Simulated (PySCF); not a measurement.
Species: C₆H₁₁F₃.
Numbering: `[CH3:1][CH:2]([CH3:3])[C@H:4]([CH3:5])[C:6]([F:7])([F:8])[F:9]` (hydrogens: H10, H11, H12 on C1; H13 on C2; H14, H15, H16 on C3; H17 on C4; H18, H19, H20 on C5)

The same species was optimised twice, with GFN2-xTB and with PBE0-D3(BJ)/def2-SVP (PySCF), and the same property calculations (PySCF, gas phase) were run on both structures.

```json
{"coordinate": "C4–C6 (Å)", "GFN2-xTB": "1.524", "PBE0-D3(BJ)/def2-SVP": "1.516", "change": "-0.008"}
{"coordinate": "C6–F9 (Å)", "GFN2-xTB": "1.346", "PBE0-D3(BJ)/def2-SVP": "1.339", "change": "-0.007"}
{"coordinate": "C6–F7 (Å)", "GFN2-xTB": "1.344", "PBE0-D3(BJ)/def2-SVP": "1.339", "change": "-0.005"}
{"coordinate": "C4–C5 (Å)", "GFN2-xTB": "1.528", "PBE0-D3(BJ)/def2-SVP": "1.524", "change": "-0.004"}
{"coordinate": "C1–C2 (Å)", "GFN2-xTB": "1.528", "PBE0-D3(BJ)/def2-SVP": "1.526", "change": "-0.002"}
{"coordinate": "C2–C4 (Å)", "GFN2-xTB": "1.545", "PBE0-D3(BJ)/def2-SVP": "1.543", "change": "-0.002"}
{"coordinate": "C2–C3 (Å)", "GFN2-xTB": "1.527", "PBE0-D3(BJ)/def2-SVP": "1.526", "change": "-0.001"}
{"coordinate": "C6–F8 (Å)", "GFN2-xTB": "1.341", "PBE0-D3(BJ)/def2-SVP": "1.341", "change": "0.000"}
{"coordinate": "C5–C4–C6 (°)", "GFN2-xTB": "108.5", "PBE0-D3(BJ)/def2-SVP": "110.1", "change": "+1.6"}
{"coordinate": "C2–C4–C6 (°)", "GFN2-xTB": "111.5", "PBE0-D3(BJ)/def2-SVP": "112.6", "change": "+1.1"}
{"coordinate": "C4–C6–F8 (°)", "GFN2-xTB": "114.2", "PBE0-D3(BJ)/def2-SVP": "113.1", "change": "-1.1"}
{"coordinate": "F7–C6–F9 (°)", "GFN2-xTB": "105.9", "PBE0-D3(BJ)/def2-SVP": "107.0", "change": "+1.1"}
{"coordinate": "C4–C6–F7 (°)", "GFN2-xTB": "112.7", "PBE0-D3(BJ)/def2-SVP": "111.9", "change": "-0.8"}
{"coordinate": "F7–C6–F8 (°)", "GFN2-xTB": "106.2", "PBE0-D3(BJ)/def2-SVP": "107.0", "change": "+0.8"}
{"coordinate": "F8–C6–F9 (°)", "GFN2-xTB": "105.9", "PBE0-D3(BJ)/def2-SVP": "106.7", "change": "+0.8"}
{"coordinate": "C1–C2–C3 (°)", "GFN2-xTB": "110.0", "PBE0-D3(BJ)/def2-SVP": "110.8", "change": "+0.8"}
{"coordinate": "C1–C2–C4–C5 (°)", "GFN2-xTB": "-78", "PBE0-D3(BJ)/def2-SVP": "-73", "change": "+5"}
{"coordinate": "C2–C4–C6–F7 (°)", "GFN2-xTB": "-53", "PBE0-D3(BJ)/def2-SVP": "-51", "change": "+2"}
```

Rotational constants: A = 2386, B = 1126, C = 1081 MHz (GFN2-xTB) against A = 2373, B = 1135, C = 1078 MHz (PBE0-D3(BJ)/def2-SVP). Point groups within 0.08 Å: C1 and C1.

On the GFN2-xTB structure: HOMO (eV) -9.41 [PBE0/pcSseg-1]; LUMO (eV) 1.25 [PBE0/pcSseg-1]; dipole (D) 2.42 [PBE0/pcSseg-1]; GIAO shielding of C1 (ppm) 163.3 [PBE0/pcSseg-1]; GIAO shielding of C2 (ppm) 157.7 [PBE0/pcSseg-1]; GIAO shielding of C3 (ppm) 169.1 [PBE0/pcSseg-1]; GIAO shielding of C4 (ppm) 139.4 [PBE0/pcSseg-1]; GIAO shielding of C5 (ppm) 178.7 [PBE0/pcSseg-1]; GIAO shielding of C6 (ppm) 49.0 [PBE0/pcSseg-1]; GIAO shielding of F7/F8/F9 (mean) (ppm) 261.4 [PBE0/pcSseg-1].

Question: What do these properties become on the PBE0-D3(BJ)/def2-SVP structure?

Answer: 
```tsv
property	level	on GFN2-xTB	on PBE0-D3(BJ)/def2-SVP	change
HOMO (eV)	PBE0/pcSseg-1	-9.41	-9.31	+0.10
LUMO (eV)	PBE0/pcSseg-1	1.25	1.21	-0.04
dipole (D)	PBE0/pcSseg-1	2.42	2.29	-0.13
energy, GFN2-xTB geometry as zero (kcal/mol)	PBE0/pcSseg-1	0.0	-0.6	-0.6
GIAO shielding of C1 (ppm)	PBE0/pcSseg-1	163.3	161.0	-2.3
GIAO shielding of C2 (ppm)	PBE0/pcSseg-1	157.7	157.1	-0.6
GIAO shielding of C3 (ppm)	PBE0/pcSseg-1	169.1	167.5	-1.6
GIAO shielding of C4 (ppm)	PBE0/pcSseg-1	139.4	139.3	-0.1
GIAO shielding of C5 (ppm)	PBE0/pcSseg-1	178.7	177.5	-1.2
GIAO shielding of C6 (ppm)	PBE0/pcSseg-1	49.0	50.6	+1.6
GIAO shielding of F7/F8/F9 (mean) (ppm)	PBE0/pcSseg-1	261.4	264.6	+3.2
```

The heavy atoms differ by 0.038 Å rms after alignment. Among bonds between heavy atoms C4–C6 and C6–F9 change most and about equally (-0.008 to -0.007 Å). Changes are differences of the printed values. Neither structure is proved a minimum here.

Shape of the structure used: `[CH3:1][CH:2]([CH3:3])[C@H:4]([CH3:5])[C:6]([F:7])([F:8])[F:9]`: C1–C2–C4–C5 -73°, C2–C4–C6–F7 -51°.
